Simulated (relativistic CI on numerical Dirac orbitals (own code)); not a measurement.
## How well does a small relativistic CI reproduce Te4+?

Calculated at this level of theory: Dirac-Coulomb-Breit CI, orbitals from a KLI potential per configuration, a model potential for QED, valence Slater integrals scaled by 0.85, P86 correlation energy added to each configuration (own radial code, finite nucleus).

Configurations in the expansion (outside the closed core [Kr] 4d10): 5s², 5s5p, 5p², 5s5d, 5d², 5s5f, 5s5g, 5p5d, 4f², 5s6s, 5s4f, 4f5p, 5s6p, 5f², 5s6d, 5s7s. Levels of other configurations are missing.

```tsv
Configuration	Term (tabulated)	J	Measured (cm⁻¹)	Computed	Error	Purity (%)
5s²	1S	0	0.0	0	0	98
5s5p	1P°	1	111707.0	111231	-476	96
5p²	3P	0	176248.0	173996	-2252	94
5p²	3P	1	182419.0	179674	-2745	100
5p²	1D	2	182797.0	178638	-4159	62
5p²	3P	2	192592.0	188686	-3906	76
5s5d	3D	1	215612.0	211807	-3805	99
5s5d	3D	2	216137.0	212291	-3846	99
5s5d	3D	3	216989.0	213070	-3919	99
5s6s	3S	1	240837.0	236572	-4265	100
```

Measured levels from Moore, Atomic Energy Levels, vol. III, NSRDS-NBS 35 (1971 reprint of NBS Circular 467, 1958); pairs were made by configuration, J and term (by order where the table uses no LS term), so strongly mixed levels may be paired wrongly. The analysis dates from before 1960.

Mean error by configuration (cm⁻¹): 5s5p -476; 5p² -3266; 5s5d -3856; 5s6s -4265. Over the excited levels the mean absolute error is 3264 cm⁻¹ (9 of the 9 excited levels that our extract of the source holds in range could be paired), and the median relative error of those above 1,000 cm⁻¹ is 1.8 %.
